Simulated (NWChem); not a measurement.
The numbers come from NWChem runs, not from measurements. System: Cl4MoO, charge 0, spin multiplicity 1, at a geometry optimised with PBE0/def2-SVP with def2 effective core potentials on Mo. The structure started from a generated list of species. Level: RHF/def2-SVP with def2 effective core potentials on Mo.

Job file:

```
start mol
memory heap 200 mb stack 900 mb global 1100 mb
geometry units angstroms nocenter noautoz
  Mo    -0.204244     0.182818     0.000000
  O     -1.445180     1.292922     0.000000
  Cl     1.566968    -1.403017     0.000000
  Cl    -0.876521    -0.722696     1.945979
  Cl    -0.876521    -0.722696    -1.945979
  Cl     1.370760     1.788307     0.000000
  symmetry group Cs
end
basis spherical
  * library def2-svp
end
ecp
  Mo library def2-ecp
end
scf
  rhf
  nopen 0
  maxiter 100
  thresh 1e-7
  semidirect memsize 60000000 filesize 0
end
task scf energy
```

NWChem printed:

```
             Northwest Computational Chemistry Package (NWChem) 7.3.0
             --------------------------------------------------------

                                NWChem Input Module
                                -------------------

 Scaling coordinates for geometry "geometry" by  1.889725989
 (inverse scale =  0.529177249)

 Turning off AUTOSYM since
 SYMMETRY directive was detected!

                             Geometry "geometry" -> ""
                             -------------------------

 Output coordinates in angstroms (scale by  1.889725989 to convert to a.u.)

  No.       Tag          Charge          X              Y              Z
 ---- ---------------- ---------- -------------- -------------- --------------
    1 Mo                  42.0000    -0.20424400     0.18281800     0.00000000
    2 O                    8.0000    -1.44518000     1.29292200     0.00000000
    3 Cl                  17.0000     1.56696800    -1.40301700     0.00000000
    4 Cl                  17.0000    -0.87652100    -0.72269600     1.94597900
    5 Cl                  17.0000    -0.87652100    -0.72269600    -1.94597900
    6 Cl                  17.0000     1.37076000     1.78830700     0.00000000

 Effective nuclear repulsion energy (a.u.)    1124.4109341194

            Nuclear Dipole moment (a.u.)
            ----------------------------
        X                 Y               Z
 ---------------- ---------------- ----------------
    -0.0000491329    -0.0000037795     0.0000000000

      Symmetry information
      --------------------

 Group name             Cs
 Group number              2
 Group order               2
 No. of unique centers     5

      Symmetry unique atoms

     1    2    3    4    6


 Summary of "ao basis" -> "" (spherical)
 ------------------------------------------------------------------------------
       Tag                 Description            Shells   Functions and Types
 ---------------- ------------------------------  ------  ---------------------
 *                          def2-svp                  on all atoms

 Summary of "ao basis" -> "ao basis" (spherical)
 ------------------------------------------------------------------------------
       Tag                 Description            Shells   Functions and Types
 ---------------- ------------------------------  ------  ---------------------
 Mo                         def2-svp                11       31   5s3p2d1f
 O                          def2-svp                 6       14   3s2p1d
 Cl                         def2-svp                 8       18   4s3p1d

                                 NWChem SCF Module
                                 -----------------

  ao basis        = "ao basis"
  functions       =   117
  atoms           =     6
  closed shells   =    45
  open shells     =     0
  charge          =   0.00
  wavefunction    = RHF
  use symmetry    = T
  symmetry adapt  = T

 Summary of "ao basis" -> "ao basis" (spherical)
 ------------------------------------------------------------------------------
       Tag                 Description            Shells   Functions and Types
 ---------------- ------------------------------  ------  ---------------------
 Mo                         def2-svp                11       31   5s3p2d1f
 O                          def2-svp                 6       14   3s2p1d
 Cl                         def2-svp                 8       18   4s3p1d

      Symmetry analysis of basis
      --------------------------
[...]
             Final eigenvalues
             -----------------

              1
    1 -104.8524
    2 -104.8523
    3 -104.8523
    4 -104.7764
    5  -20.6918
    6  -10.6160
    7  -10.6160
    8  -10.6160
    9  -10.5402
   10   -8.0903
   11   -8.0902
   12   -8.0902
   13   -8.0877
   14   -8.0877
   15   -8.0877
   16   -8.0870
   17   -8.0869
   18   -8.0869
   19   -8.0141
   20   -8.0124
   21   -8.0124
   22   -3.3263
   23   -2.1751
   24   -2.1490
   25   -2.1490
   26   -1.3169
   27   -1.1397
   28   -1.1255
   29   -1.1255
   30   -1.0626
   31   -0.6943
   32   -0.6531
   33   -0.6531
   34   -0.6032
   35   -0.6031
   36   -0.5907
   37   -0.5374
   38   -0.5374
   39   -0.5361
   40   -0.4992
   41   -0.4991
   42   -0.4991
   43   -0.4701
   44   -0.4406
   45   -0.4406
   46   -0.0756
   47   -0.0756
   48   -0.0383
   49   -0.0383
   50    0.0841
   51    0.1076
   52    0.1323
   53    0.1324
   54    0.1513
   55    0.3231

                       ROHF Final Molecular Orbital Analysis
                       -------------------------------------

 Vector   43  Occ=2.000000D+00  E=-4.701210D-01  Symmetry=a'
              MO Center=  7.6D-01, -6.8D-01, -1.1D-13, r^2= 4.6D+00
   Bfn.  Coefficient  Atom+Function         Bfn.  Coefficient  Atom+Function
  ----- ------------  ---------------      ----- ------------  ---------------
    56      0.371754  3 Cl px                57     -0.333326  3 Cl py
    53      0.269020  3 Cl px                54     -0.241209  3 Cl py
   111     -0.182031  6 Cl py                74      0.170951  4 Cl px
    92      0.170951  5 Cl px                35      0.165189  2 O  px
    50      0.157711  3 Cl px

 Vector   44  Occ=2.000000D+00  E=-4.406054D-01  Symmetry=a'
              MO Center=  1.3D+00, -9.5D-01,  1.3D-10, r^2= 3.1D+00
   Bfn.  Coefficient  Atom+Function         Bfn.  Coefficient  Atom+Function
  ----- ------------  ---------------      ----- ------------  ---------------
    57      0.437460  3 Cl py                56      0.391968  3 Cl px
    54      0.309103  3 Cl py                53      0.276941  3 Cl px
   111      0.223670  6 Cl py                51      0.179933  3 Cl py
    50      0.161214  3 Cl px

 Vector   45  Occ=2.000000D+00  E=-4.405898D-01  Symmetry=a"
              MO Center=  1.1D+00, -1.2D+00,  6.1D-12, r^2= 3.1D+00
   Bfn.  Coefficient  Atom+Function         Bfn.  Coefficient  Atom+Function
  ----- ------------  ---------------      ----- ------------  ---------------
    58      0.587349  3 Cl pz                55      0.415002  3 Cl pz
    52      0.241578  3 Cl pz                74     -0.208639  4 Cl px
    92      0.208639  5 Cl px

 Vector   46  Occ=0.000000D+00  E=-7.562528D-02  Symmetry=a"
              MO Center= -7.0D-02,  1.7D-01,  5.0D-11, r^2= 3.0D+00
   Bfn.  Coefficient  Atom+Function         Bfn.  Coefficient  Atom+Function
  ----- ------------  ---------------      ----- ------------  ---------------
    18      0.681513  1 Mo d  1              16     -0.410808  1 Mo d -1
    76      0.317796  4 Cl pz                94      0.317796  5 Cl pz
   112      0.288339  6 Cl pz                23      0.225860  1 Mo d  1
    67     -0.192910  4 Cl s                 85      0.192910  5 Cl s
    21     -0.171975  1 Mo d -1               8      0.162198  1 Mo pz

 Vector   47  Occ=0.000000D+00  E=-7.560417D-02  Symmetry=a'
              MO Center= -1.8D-01,  5.0D-02,  2.5D-10, r^2= 3.0D+00
   Bfn.  Coefficient  Atom+Function         Bfn.  Coefficient  Atom+Function
  ----- ------------  ---------------      ----- ------------  ---------------
    17      0.658506  1 Mo d  0              15     -0.351981  1 Mo d -2
    19      0.275164  1 Mo d  2             110     -0.273735  6 Cl px
    75     -0.246836  4 Cl py                93     -0.246836  5 Cl py
    22      0.241355  1 Mo d  0             103      0.222743  6 Cl s
   111     -0.194544  6 Cl py                74     -0.171152  4 Cl px

 Vector   48  Occ=0.000000D+00  E=-3.830225D-02  Symmetry=a"
              MO Center= -4.5D-01,  3.0D-01,  8.2D-11, r^2= 2.2D+00
   Bfn.  Coefficient  Atom+Function         Bfn.  Coefficient  Atom+Function
  ----- ------------  ---------------      ----- ------------  ---------------
    16      0.702356  1 Mo d -1              18      0.450038  1 Mo d  1
    40     -0.352366  2 O  pz                37     -0.331412  2 O  pz
    21      0.221824  1 Mo d -1              58      0.192915  3 Cl pz
    76     -0.160005  4 Cl pz                94     -0.160005  5 Cl pz
    67      0.156084  4 Cl s                 85     -0.156084  5 Cl s

 center of mass
 --------------
 x =  -0.01254746 y =   0.01123303 z =   0.00000000

 moments of inertia (a.u.)
 ------------------
        1828.520062063386         -70.037264563028           0.000000000000
         -70.037264563028        1812.750576284557           0.000000000000
           0.000000000000           0.000000000000        1749.731588162236

  Mulliken analysis of the total density
  --------------------------------------

    Atom       Charge   Shell Charges
 -----------   ------   -------------------------------------------------------
    1 Mo  14    12.95  -0.40  1.63  0.82  0.35 -0.05  6.04  0.63  0.13  3.03  0.66  0.11
    2 O    8     8.36   1.99  1.13  0.81  2.68  1.72  0.02
    3 Cl  17    17.31   2.00  1.99  1.20  0.74  5.94  2.08  3.34  0.01
    4 Cl  17    17.13   2.00  1.99  1.23  0.71  5.94  2.08  3.15  0.02
    5 Cl  17    17.13   2.00  1.99  1.23  0.71  5.94  2.08  3.15  0.02
    6 Cl  17    17.13   2.00  1.99  1.23  0.71  5.94  2.08  3.15  0.02

       Multipole analysis of the density wrt the origin
       ------------------------------------------------

     L   x y z        total         open         nuclear
     -   - - -        -----         ----         -------
     0   0 0 0      0.000000      0.000000     90.000000

     1   1 0 0     -0.400223      0.000000     10.806976
     1   0 1 0      0.359221      0.000000     -9.673330
     1   0 0 1      0.000000      0.000000      0.000000

     2   2 0 0    -62.172215      0.000000    418.166372
     2   1 1 0      3.914043      0.000000     37.015349
     2   1 0 1     -0.000000      0.000000      0.000000
     2   0 2 0    -61.301806      0.000000    426.490112
     2   0 1 1     -0.000000      0.000000      0.000000
     2   0 0 2    -57.802256      0.000000    459.782976

 Task  times  cpu:        3.4s     wall:        3.4s

 Total times  cpu:        3.4s     wall:        3.4s
```
